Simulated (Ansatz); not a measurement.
`N#[C][GeH]([C]#N)[C]#N` + `[CH3][GaH][Cl]` → `[CH3][Ga]([Cl])[C]#N` + `N#[C][GeH2][C]#N`  (formal exchange of groups at a C–Ge bond)

Program: Ansatz. Geometries: PBE0-D4/def2-TZVP. ΔE: electronic, gas phase. CCSD(T)/CBS is the MP2 limit (def2-TZVPP, def2-QZVPP) plus CCSD(T) − MP2 in def2-TZVPP, frozen cores. DFT in def2-TZVPP. For Ga, Ge outer-core shells are correlated without core-valence functions, which leaves a few kJ/mol of doubt a bond. Scalar relativity is left out up to krypton.

Problem. Is it downhill or uphill in electronic energy at CCSD(T)/CBS, and by how much? (Best estimate.)

Solution. Computed: Downhill: ΔE = -54.3 kJ/mol.

Problem. What do these levels give: LDA (SPW92), r2SCAN-D4, r2SCAN0-D4, BHLYP-D4, ωB97X-V, r2SCAN0, CAM-B3LYP, CCSD/def2-SVP, CCSD(T)/def2-TZVPP, HF/def2-QZVPP, SCS-MP2/def2-QZVPP, CCSD/CBS(def2)? (Estimate.)

Solution. The calculation gave: LDA (SPW92) -50.0, r2SCAN-D4 -52.3, r2SCAN0-D4 -54.5, BHLYP-D4 -55.2, ωB97X-V -53.0, r2SCAN0 -54.8, CAM-B3LYP -53.9, CCSD/def2-SVP -55.0, CCSD(T)/def2-TZVPP -52.3, HF/def2-QZVPP -59.6, SCS-MP2/def2-QZVPP -51.9, CCSD/CBS(def2) -55.2 kJ/mol.

Largest T1 diagnostic among the species: 0.014.

From BLYP to BHLYP (50 % exact exchange), in def2-TZVPP and without D4, ΔE moves by −5.2 kJ/mol. Leaving LDA and LC-ωPBE aside and taking each functional with its dispersion term where it has one, the values, not all of them listed here, spread over 9.1 kJ/mol, from BHLYP-D4 to B97M-V. In def2-TZVPP, CCSD(T) changes the Hartree–Fock value by +6.9 kJ/mol (the triples alone add +0.9 kJ/mol) and MP2 by +7.9 kJ/mol.
